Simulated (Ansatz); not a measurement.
Molecule: TiN, net charge 0, doublet state. The spin state was set by rule; other spins were not relaxed. SMILES: [Ti]#[N]
Geometry: optimised at B3LYP-D3(BJ)/def2-TZVP (Ansatz, an electronic-structure program).

Quantity: vertical ionisation energy (to the singlet state of charge +1; each state is the SCF solution reached for its spin; the UHF <S^2> is 1.12 for the doublet (pure: 0.75); for the singlet the Hartree-Fock reference is unstable and T1 is 0.051; for the doublet T1 is 0.109), in eV. Cores are frozen in the correlated levels unless marked. UHF or UKS for open shells. No spin-orbit coupling. Frozen are the shells of the preceding noble gas and the d and f shells that filled before the atom's block. Non-relativistic. CBS marks a two-point X^-3 extrapolation of the correlation energy; Hartree-Fock from the larger set. The program attaches cautions to a run behind CCSD/def2-SVPD: large difference. The program attaches cautions to a run behind CCSD/def2-TZVPPD: large difference. The program attaches cautions to a run behind CCSD(T)/CBS(def2-TZVPPD,def2-QZVPPD): large difference.

```tsv
level	program	vertical ionisation energy (eV)
SVWN5/def2-TZVPD	Ansatz	6.96
r2SCAN/def2-TZVPD	Ansatz	___
B3LYP/def2-TZVPD	Ansatz	___
PBE0/def2-TZVPD	Ansatz	6.76
BHLYP/def2-TZVPD	Ansatz	___
CAM-B3LYP/def2-TZVPD	Ansatz	6.87
wB97M-V/def2-TZVPD	Ansatz	6.58
wB97X-V/def2-TZVPD	Ansatz	6.55
CCSD/def2-SVPD	Ansatz	___
CCSD/def2-TZVPPD	Ansatz	6.48
CCSD(T)/CBS(def2-TZVPPD,def2-QZVPPD)	Ansatz	6.44
```

Problem. What belongs in the gaps?

Solution. 
- r2SCAN/def2-TZVPD, vertical ionisation energy (eV): 6.77
- B3LYP/def2-TZVPD, vertical ionisation energy (eV): 6.91
- BHLYP/def2-TZVPD, vertical ionisation energy (eV): 6.81
- CCSD/def2-SVPD, vertical ionisation energy (eV): 6.32
